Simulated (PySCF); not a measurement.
Isomers of C8H7N, one GFN2-xTB conformer each. Single-point energies are computed at PBE0/pcSseg-1 (PySCF, gas phase, no added dispersion term), electronic only.

**Question.** Rank them by PBE0/pcSseg-1 energy, lowest first (kJ/mol).
A. `[CH2:1]=[C:2]1[CH:3]=[C:4]([CH2:5][C:6]#[N:7])[C:8]1=[CH2:9]` with C3–C4–C5–C6 119°
B. `[CH:1]#[C:2][CH2:3][c:4]1[cH:5][cH:6][cH:7][cH:8][n:9]1` with C2–C3–C4–C5 46°
C. `CC#CC1=CC=NC=C1`

**Answer.** C (0.0), B (32.5), A (140.5).

As drawn, the lowest has an aromatic ring and a C≡C bond, which the highest lacks; the highest has a four-membered ring, a C≡N group and a C=C bond outside aromatic rings, which the lowest lacks. GFN2-xTB itself gives, in the same order: 0.0, 31.4, 193.6. Both levels put the same isomer lowest; measured from each level's own lowest isomer, the values differ by up to 53.1 kJ/mol (C=C1C=C(CC#N)C1=C: 193.6 against 140.5).

**Question.** Which frontier levels, dipoles and rotational constants go with these structures?

**Answer.** 
| SMILES | HOMO (eV, PBE0/pcSseg-1) | LUMO (eV) | dipole (D) | A, B, C (MHz) |
| --- | --- | --- | --- | --- |
| CC#Cc1ccncc1 | -7.19 | -1.31 | 3.29 | 5874, 833.0, 732.9 |
| C#CCc1ccccn1 | -7.42 | -0.79 | 2.00 | 4177, 1109, 933.4 |
| C=C1C=C(CC#N)C1=C | -7.04 | -1.30 | 3.77 | 3527, 1064, 908.8 |
